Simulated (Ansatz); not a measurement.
CaHO, SMILES [OH][Ca], multiplicity 2.

Geometry optimised at PBE-D3(BJ)/def2-TZVPD.

Two levels are set side by side: PBE/def2-TZVPD (Ansatz, a quantum-chemistry and plane-wave program) and PBE0/def2-TZVPD (Ansatz). Energy differences of separate SCF runs at the same geometry; the states with an electron removed or added have multiplicity 1 and 1. Differences are taken from unrounded values.

```json
[
 {"quantity": "vertical ionisation energy (eV)", "PBE0": "5.51"},
 {"quantity": "vertical electron affinity (eV)", "PBE0": "0.64"}
]
```

What does PBE give, and how far is it from PBE0? (Estimate from the structure and the level; the computed values follow.)


```tsv
quantity	PBE	PBE minus PBE0
vertical ionisation energy (eV)	5.50	-0.01
vertical electron affinity (eV)	0.68	0.04
```
